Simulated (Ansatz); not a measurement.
Geometry optimisation, RKS PBE/def2-SVP in Ansatz 0.2.0.

input.yaml

```yaml
crystal:
  periodic: [false, false, false]
  atoms:
    - { symbol: Ti, position_ang: [0.276522, -0.369843, -0.575282] }
    - { symbol: O, position_ang: [0.450633, 0.265455, 2.461112] }
    - { symbol: H, position_ang: [-0.482714, 0.006085, 2.588186] }
    - { symbol: Cl, position_ang: [1.960391, 1.007638, -0.698932] }
    - { symbol: Cl, position_ang: [-1.739145, 0.242944, 0.084987] }
    - { symbol: Cl, position_ang: [0.092309, -1.50576, -2.408255] }
    - { symbol: Si, position_ang: [1.087645, -2.272716, 0.808679] }
    - { symbol: H, position_ang: [-0.078282, -2.858007, 1.580561] }
    - { symbol: H, position_ang: [1.701389, -3.416792, 0.040694] }
    - { symbol: H, position_ang: [2.116331, -1.868428, 1.842566] }
    - { symbol: H, position_ang: [0.95392, -0.515775, 2.805683] }
basis:
  gaussian: { orbitals: def2-SVP }
hamiltonian:
  xc: pbe
relax:
  f_tol: 0.03
  max_steps: 50
```

Launched with:

```bash
$ ansatz run input.yaml --threads 4 --pin off --max-ram 5120MiB --backend cpu --events-out ev --progress --plain --runs-dir out
```

**Question.** Where does it end, and by what steps?

**Answer.** The forces met the threshold. After 14 steps the energy has fallen by 0.513 eV; H8 moved furthest, 0.64 Å. Joined: Ti1–O2 (3.11 → 2.21 Å).

```csv
step,energy less start (eV),largest force component (eV/Å),accepted
0,0.0000,0.879,yes
1,-0.1055,1.161,yes
2,-0.2910,1.019,yes
3,-0.4494,0.933,yes
4,-0.4767,0.303,yes
5,-0.4834,0.204,yes
6,-0.4866,0.067,yes
7,-0.4978,0.132,yes
8,-0.4963,0.351,no
9,-0.5030,0.091,yes
10,-0.5072,0.204,yes
11,-0.5084,0.194,yes
12,-0.5098,0.139,yes
13,-0.5120,0.048,yes
14,-0.5126,0.017,yes
```

```xyz
11
Properties=species:S:1:pos:R:3
Ti 0.229 -0.245 -0.185
O 0.495 0.255 1.950
H -0.398 0.323 2.351
Cl 1.927 1.026 -0.716
Cl -1.839 0.500 0.269
Cl -0.115 -1.507 -1.953
Si 1.135 -2.454 0.864
H -0.025 -3.365 1.193
H 2.152 -3.238 0.077
H 1.780 -2.156 2.222
H 0.999 -0.422 2.457
```

Whether the end is a true minimum wasn't checked by a vibrational analysis.

Time of the run: 17 s on 4 threads of AMD EPYC 9R45 96-Core Processor (Zen 5) (shared host), peak memory 0.26 GiB.
